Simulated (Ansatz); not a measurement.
CH6BFOSi can be A, `B[Si](C)(O)F`, or B, `OC([SiH3])BF`.

Gas-phase electronic energies from Ansatz, PBE0-D4/def2-TZVP geometries. CCSD(T)/CBS is the MP2 limit (def2-TZVPP, def2-QZVPP) plus CCSD(T) − MP2 in def2-TZVPP, frozen cores. DFT in def2-TZVPP. B3LYP here is the variant with VWN-RPA as its local correlation; programs differ in this. One conformer a species, not always the lowest.

Which is lower in electronic energy at CCSD(T)/CBS, and by how much? (Estimate.)

Computed: A, by 43.3 kcal/mol.

Give E(B) − E(A) in kcal/mol with PBE0-D4, ωB97M-V, B3LYP-D4, PBE-D4, HF/def2-TZVPP, B3LYP, r2SCAN-D4. (An estimate is asked.)

The calculation gave: PBE0-D4 38.7, ωB97M-V 40.3, B3LYP-D4 40.1, PBE-D4 35.7, HF/def2-TZVPP 45.6, B3LYP 40.1, r2SCAN-D4 40.3. None reverses the order clearly.

Largest T1 diagnostic: 0.013.

From PBE to PBE0 (25 % exact exchange), in def2-TZVPP and without D4, E(B) − E(A) moves by +3.0 kcal/mol. In def2-TZVPP, CCSD(T) changes the Hartree–Fock value by −4.1 kcal/mol (the triples alone add −1.2 kcal/mol) and MP2 by −2.4 kcal/mol.
